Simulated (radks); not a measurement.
Spherical quantum dot in the effective-mass picture: electrons in a hard-walled sphere of radius 1.4, all in effective atomic units (hartree* = m*/eps^2 hartree, bohr* = eps/m* bohr), one dielectric constant everywhere. Calculated with a radial shooting solver with Libxc functionals: non-relativistic Kohn-Sham, PBE, spin-polarised, spherical densities. Levels are named by radial order and angular momentum (1s, 1p, 1d, 2s, ...), and open shells are averaged over m. Results are scaled to m* = 0.031 and eps = 17, for which hartree* = 2.919 meV and bohr* = 29.02 nm. Each electron was tried in the lowest free levels, single moves between levels near the top were tried too, and the lowest total energy was kept; such a search can miss a lower state. At N = 1 the Hartree and exchange-correlation terms need not cancel, so that row can carry a self-interaction error.

N                         open shells  2S  E (meV)  mu = E(N) - E(N-1) (meV)  addition energy mu(N+1) - mu(N) (meV)  e(HOMO) (meV)
1                    1s(up 1, down 0)   1  7.38951                    7.3895                                  3.541         8.7119
2                                none   0  18.3198                    10.930                                  9.897         12.253
3                    1p(up 1, down 0)   1  39.1475                    20.828                                  2.670         22.137
4                    1p(up 2, down 0)   2  62.6456                    23.498                                  2.768         24.873
5                    1p(up 3, down 0)   3  88.9115                    26.266                                  3.679         27.664
6                    1p(up 3, down 1)   2  118.856                    29.945                                  2.621         31.232
7                    1p(up 3, down 2)   1  151.422                    32.566                                  2.712         33.913
8                                none   0  186.700                    35.278                                  11.48         36.649
9                    1d(up 1, down 0)   1  233.462                    46.762                                  2.603         48.059
10                   1d(up 2, down 0)   2  282.827                    49.365                                  2.626         50.675
11                   1d(up 3, down 0)   3  334.818                    51.991                                  2.639         53.309
12                   1d(up 4, down 0)   4  389.448                    54.630                                  2.648         55.953
13                   1d(up 5, down 0)   5  446.726                    57.278                                  3.459         58.604
14                   1d(up 5, down 1)   4  507.464                    60.737                                  2.570         62.017
15                   1d(up 5, down 2)   3  570.771                    63.307                                  2.592         64.600
16                   1d(up 5, down 3)   2  636.670                    65.899                                  2.607         67.201
17                   1d(up 5, down 4)   1  705.176                    68.506                                  2.616         69.813
18                               none   0  776.298                    71.122                                  11.38         72.432
19                   2s(up 1, down 0)   1  858.804                    82.506                                  3.997         84.125
20                               none   0  945.307                    86.503                                  3.146         88.099
21                   1f(up 1, down 0)   1  1034.96                    89.650                                  2.477         90.918
22  2s(up 1, down 0) 1f(up 3, down 0)   4  1127.08                    92.127                                  2.396         93.247
23  2s(up 1, down 0) 1f(up 4, down 0)   5  1221.61                    94.523                                  2.554         95.799
24  2s(up 1, down 0) 1f(up 5, down 0)   6  1318.68                    97.077                                  2.556         98.355
25  2s(up 1, down 0) 1f(up 6, down 0)   7  1418.32                    99.633                                  2.558         100.91
26  2s(up 1, down 0) 1f(up 7, down 0)   8  1520.51                    102.19                                  3.334         103.47
27  2s(up 1, down 0) 1f(up 7, down 1)   7  1626.03                    105.53                                  2.514         106.78
28  2s(up 1, down 0) 1f(up 7, down 2)   6  1734.07                    108.04                                  2.521         109.30
29  2s(up 1, down 0) 1f(up 7, down 3)   5  1844.63                    110.56                                  2.526         111.82
30  2s(up 1, down 0) 1f(up 7, down 4)   4  1957.72                    113.09                                  2.530         114.35
31  2s(up 1, down 0) 1f(up 7, down 5)   3  2073.34                    115.62                                  2.533         116.88
32  2s(up 1, down 0) 1f(up 7, down 6)   2  2191.49                    118.15                                      -         119.54

All shells are closed at N = 2, 8, 18, 20 (there: 1s2 1p6 1d10 2s2); the second difference of the energy has clear peaks (12 % above both neighbours; the first and last values, which can be the largest, are not judged, and half-filled shells can peak too) at N = 2, 5, 8, 13, 18, 26.
